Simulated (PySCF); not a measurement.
## Computed properties of BF2, SMILES F[B]F

BF2, SMILES F[B]F (connectivity only; charge and spin as stated), charge +1, multiplicity 1. Coordinates come from a ωB97X-D3(BJ)/def2-TZVP optimisation. The multiplicity is an assumed one; other spin states were not compared. The isomer is the one that the SMILES or the coordinates give; other isomers of the formula were not compared. One conformer was computed; it need not be the lowest. All values are computed for the isolated molecule unless a solvent is named; none is compared with measurement here.

**Structure.** The optimised structure has D∞h symmetry. All 4 harmonic modes at ωB97X-D3(BJ)/def2-TZVP (PySCF) are real, so it is a minimum. With heavy atoms numbered as in [F:1][B:2][F:3], the shortest bond between them is F1–B2 at 1.232 Å and the longest B2–F3 at 1.232 Å.

**Vibrations.** The strongest infrared lines (harmonic, unscaled, degenerate partners summed) lie at 2077 cm⁻¹ (474 km/mol, B 78 %, F 22 %), 459 cm⁻¹ (291 km/mol, B 78 %, F 22 %). The softest mode is at 459 cm⁻¹ and the zero-point energy is 5.8 kcal/mol.

**Electronic structure.** B3LYP/def2-TZVPD (PySCF) places the frontier levels at -22.33 and -8.88 eV, a gap of 13.45 eV and a mean polarisability of 10.5 bohr³. PBE/def2-TZVPD (PySCF) at the same geometry gives -20.53 and -9.52 eV, so its gap is 2.44 eV narrower. An orbital gap is neither the optical nor the fundamental gap.

**Excitations.** TDDFT-PBE0/def2-TZVPD (PySCF) has S1 at 11.96 eV (104 nm, f = 0.000, dark); the most intense of the 10 singlets computed lies at 13.62 eV (f = 0.20). Strengths of degenerate partners are summed. T1 (TDA) is at 11.15 eV. TDDFT-PBE/def2-TZVPD (PySCF) puts S1 at 11.15 eV. No vertical singlet excitation falls in the visible range (under 3.1 eV).

**NMR.** GIAO shifts at PBE0/pcSseg-2 (PySCF) (non-relativistic, atoms alike by connectivity averaged): ¹⁹F at -140.7 ppm against CFCl3; ¹¹B at -7.4 ppm against BF3.
